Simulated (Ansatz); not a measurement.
Basis-set extrapolation for C₉H₁₆ (`C#CCCCCCCC`) (PBE0-D4/def2-TZVP geometry, frozen core, the Gaussian-basis code of Ansatz). Multiplicity 1, RHF reference.

|  | def2-TZVPP | def2-QZVPP |
| --- | --- | --- |
| HF | -350.200585 | -350.216503 |
| MP2 correlation | -1.525982 | -1.620884 |
| CCSD(T) correlation | -1.677151 | not run |

Energies in hartree. Use E(X) = E(∞) + A·exp(−7.88·√X) for Hartree–Fock and E(X) = E(∞) + B·X^(−2.97) for correlation, with X = 3 and 4, and add CCSD(T) minus MP2 of the smaller set to the MP2 limit.

**Question.** What is the CCSD(T) energy at the basis-set limit?

**Answer.** HF limit: -350.216503 + (-0.015918) × 0.13774 = -350.21870. MP2 limit: -1.620884 + (-0.094902) × 0.74074 = -1.69118. Higher-order term: -1.677151 − (-1.525982) = -0.15117. Total: -352.06105 hartree, 481.3 kJ/mol below CCSD(T)/def2-TZVPP.
